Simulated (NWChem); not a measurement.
Molecule: bithiophene (C8H6S2); SMILES c1ccc(s1)-c1sccc1

```xyz
16

C      1.2359    -2.7744     0.0000
C     -0.0688    -3.1918     0.0000
S     -1.1584    -1.8653     0.0000
C      0.1375    -0.7116     0.0000
C     -0.1375     0.7116     0.0000
C     -1.3553     1.3603     0.0000
C     -1.2359     2.7744     0.0000
C      0.0688     3.1918     0.0000
S      1.1584     1.8653     0.0000
C      1.3553    -1.3603     0.0000
H      2.0854    -3.4585     0.0000
H     -0.4530    -4.2110     0.0000
H     -2.3085     0.8286     0.0000
H     -2.0854     3.4585     0.0000
H      0.4530     4.2110     0.0000
H      2.3085    -0.8286     0.0000
```
Atoms are numbered in this order, from 1.

Results from NWChem. Coordinates come from a PBE0/def2-SVP optimisation. Not confirmed as a minimum by frequencies. B3LYP is NWChem's, with the RPA form of VWN correlation. Total energies compare along this basis series because the functional is fixed.

| level | basis functions | energy (Ha) | highest occupied level (eV) | orbital gap (eV) |
|---|---|---|---|---|
| B3LYP/def2-SVP | 178 | -1104.3836 | (withheld) | (withheld) |
| B3LYP/def2-SVPD | 262 | -1104.4077 | -5.81 | 4.18 |
| B3LYP/def2-TZVP | 358 | -1104.9988 | -5.74 | 4.18 |

**Question.** What belongs in the gaps?

**Answer.** 
- B3LYP/def2-SVP, highest occupied level (eV): -5.67
- B3LYP/def2-SVP, orbital gap (eV): 4.28
